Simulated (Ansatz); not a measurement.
`[SiH3]NC[SiH2]Cl` + CH₄ → `C[SiH2]Cl` + `CN[SiH3]`  (formal exchange of groups at the Si–C bond)

Program: Ansatz. Geometries: PBE0-D4/def2-TZVP. ΔE: electronic, gas phase. CCSD(T)/CBS adds triple-zeta CCSD(T) − MP2 to the extrapolated MP2 energy (def2 sets, frozen cores). This one scheme is used for every species. DFT in def2-TZVPP. HSE06 is defined as in plane-wave codes. One conformer a species, not always the lowest.

`[SiH3]NC[SiH2]Cl`:

Z-matrix (Å, degrees):
```
Si
N 1 1.721
H 1 1.494 2 114.4
H 1 1.487 2 108.4 3 119.4
H 1 1.485 2 107.2 3 -120.7
C 2 1.456 1 123.3 3 -65.3
H 2 1.008 1 118.3 3 89.4
Si 6 1.875 2 106.6 1 -138.7
H 6 1.095 2 109.4 1 -21.9
H 6 1.097 2 113.8 1 96.7
Cl 8 2.062 6 111.3 2 -172.9
H 8 1.485 6 109.1 2 -53.9
H 8 1.481 6 110.4 2 67.0
```

CH₄:

```xyz
5

C     0.000    0.000    0.000
H    -0.163   -0.963    0.484
H    -0.937    0.353   -0.430
H     0.743   -0.111   -0.790
H     0.357    0.721    0.735
```

`C[SiH2]Cl`:

Z-matrix (Å, degrees):
```
C
Si 1 1.857
H 1 1.092 2 110.8
H 1 1.094 2 110.0 3 119.8
H 1 1.092 2 110.8 3 -120.4
Cl 2 2.062 1 109.6 3 60.1
H 2 1.483 1 111.6 3 178.7
H 2 1.483 1 111.5 3 -58.5
```

`CN[SiH3]`:

Z-matrix (Å, degrees):
```
C
N 1 1.447
H 1 1.093 2 109.5
H 1 1.094 2 110.9 3 -117.8
H 1 1.098 2 113.8 3 120.2
Si 2 1.716 1 123.0 3 -36.9
H 2 1.007 1 113.6 3 170.5
H 6 1.486 2 107.4 1 175.3
H 6 1.488 2 108.6 1 55.3
H 6 1.496 2 115.3 1 -64.3
```

```csv
level,ΔE (kJ/mol),difference from CCSD(T)/CBS
PBE-D4,-2.9,2.7
revPBE-D4,-1.7,3.9
CAM-B3LYP-D4,-5.0,0.6
ωB97X-V,-6.7,-1.1
ωB97M-V,-5.9,-0.3
BLYP,-7.4,-1.8
r2SCANh,-7.6,-2.0
HSE06,-8.8,-3.2
MP2/def2-TZVPP,-4.7,0.9
CCSD/CBS(def2),-7.4,-1.8
CCSD(T)/CBS,-5.6,0
```

Largest T1 diagnostic among the species: 0.010.

Leaving LDA and LC-ωPBE aside and taking each functional with its dispersion term where it has one, the values, not all of them listed here, spread over 7.4 kJ/mol, from PBE-QIDH to BLYP-D4. At CCSD(T), def2-SVP lies +3.9 kJ/mol from the extrapolated value and def2-TZVPP +0.2 kJ/mol.

CCSD(T)/CBS has its own doubt, a few kJ/mol and more with outer-core shells, so smaller differences from it don't rank the levels.
